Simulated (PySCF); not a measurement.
Computed shifts of a molecule C3H6BFN2, PBE/pcSseg-1 run with PySCF, GIAO, gas phase, equivalent atoms averaged, in ppm (number of nuclei): ¹³C: 182.3 (1), 89.6 (1), 33.1 (1). ¹⁵N: 445.8 (1), 148.4 (1). ¹⁹F: -173.1 (1). ¹H: 8.66 (1), 5.37 (2), 3.27 (3). References: ¹³C against TMS (σ = 182.0 ppm); ¹⁵N against NH3 (σ = 267.0 ppm); ¹¹B against BF3 (σ = 83.9 ppm); ¹⁹F against CFCl3 (σ = 133.6 ppm); ¹H against TMS (σ = 31.49 ppm), references at their B3LYP-D3(BJ)/def2-TZVP geometries, non-relativistic. Geometry: B3LYP-D3(BJ)/def2-SVP. Other conformers were not sampled.

### Question
Identify the compound among the candidates.
(A) NCC1=NCB1F
(B) C=C=CNB(N)F
(C) CN1CN=CB1F
(D) CNB1C=N[C@@H]1F

### Answer
C, CN1CN=CB1F
